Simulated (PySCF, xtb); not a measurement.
Ti(I)2(NH2)2 (H4I2N2Ti), SMILES [I][Ti]([I])([NH2])[NH2], multiplicity 1.

GFN2-xTB (xtb) at its own geometry gives an orbital gap of 2.39 eV and a dipole moment of 8.55 D.

Geometry optimised at B3LYP-D3(BJ)/def2-SVP. The multiplicity is an assumed one; other spin states were not compared. The def2 effective core potentials stand for the cores of I; spin–orbit coupling is left out. The values are those of a single conformer.

What does PBE/def2-TZVP in PySCF give? (An estimate is asked for; the answer gives what the named calculation found.)

gap 2.57 eV (levels -6.05 and -3.48 eV), dipole 3.57 D.
